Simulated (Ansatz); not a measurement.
CH4AlIO2, SMILES C[O][Al]([OH])[I].

The structure is a stationary point at B3LYP-D3(BJ)/def2-SVP. The structure was generated by enumeration; whether it is a known compound was not checked. The def2 effective core potentials stand for the cores of I; spin–orbit coupling is left out. One conformer was computed; it need not be the lowest.

Two levels are set side by side: PBE/def2-SVPD (Ansatz, an electronic-structure program) and PBE0/def2-SVPD (Ansatz). Energy differences of separate SCF runs at the same geometry; the states with an electron removed or added have multiplicity 2 and 2. Differences are taken from unrounded values.

```csv
quantity,PBE0
vertical ionisation energy (eV),9.94
vertical singlet–triplet gap (eV),5.44
```

Task: What does PBE give, and how far is it from PBE0? (Estimate from the structure and the level; the computed values follow.)

Result: 
```json
[
 {"quantity": "vertical ionisation energy (eV)", "PBE": "9.48", "PBE minus PBE0": "-0.46"},
 {"quantity": "vertical singlet–triplet gap (eV)", "PBE": "4.91", "PBE minus PBE0": "-0.54"}
]
```
